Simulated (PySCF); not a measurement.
Gas-phase reaction: HfCl₃OH + 2 HO₂ = HfCl₂(OH)₂ + 3 O + HCl

Method: PySCF energies plus ideal-gas RRHO corrections (1 bar). † marks an energy on the PBE0/def2-TZVP geometry and frequencies. CCSD(T) freezes the core. Open shells (unrestricted): HO₂ (multiplicity 2), O (multiplicity 3, electronic degeneracy 9); the rest are closed-shell singlets. Spin-orbit splitting is ignored; it lowers the true energy and changes the entropy of O. B3LYP is the form with VWN-RPA correlation. Hf: scalar-relativistic def2 core potential, no spin-orbit coupling. HfCl₃OH, HfCl₂(OH)₂: computed as isolated molecules; such fragments, hydroxides, amides, oligomers or adducts are transient or little studied in the gas. CCSD(T) isn't extrapolated to the basis-set limit; its ΔH°(298 K) is 397.1 kJ in def2-SVP and 449.3 kJ in def2-TZVPP. The harmonic model lacks anharmonicity and excited electronic states, which grow with temperature; levels with a mode under 35 cm⁻¹ are left out. Soft modes under 120 cm⁻¹ make the harmonic entropy rough for HfCl₃OH, HfCl₂(OH)₂.

ΔH° and ΔS° at 298 K: B3LYP/def2-TZVP† 525 kJ, 224 J/K; BLYP/def2-TZVP† 601 kJ, 224 J/K; CCSD(T)/def2-SVP† 397 kJ, 224 J/K.

Q: With the heat capacities included, give log10 K (1 bar) at 600, 800, 1600, 2000, 2500 K from B3LYP/def2-TZVP†, BLYP/def2-TZVP†, CCSD(T)/def2-SVP†.

A: 
```json
[
 {"T (K)": "600", "B3LYP/def2-TZVP†": "-33.7", "BLYP/def2-TZVP†": "-40.3", "CCSD(T)/def2-SVP†": "-22.5"},
 {"T (K)": "800", "B3LYP/def2-TZVP†": "-22.0", "BLYP/def2-TZVP†": "-27.0", "CCSD(T)/def2-SVP†": "-13.7"},
 {"T (K)": "1600", "B3LYP/def2-TZVP†": "-4.3", "BLYP/def2-TZVP†": "-6.7", "CCSD(T)/def2-SVP†": "-0.1"},
 {"T (K)": "2000", "B3LYP/def2-TZVP†": "-0.6", "BLYP/def2-TZVP†": "-2.6", "CCSD(T)/def2-SVP†": "2.7"},
 {"T (K)": "2500", "B3LYP/def2-TZVP†": "2.3", "BLYP/def2-TZVP†": "0.7", "CCSD(T)/def2-SVP†": "4.9"}
]
```
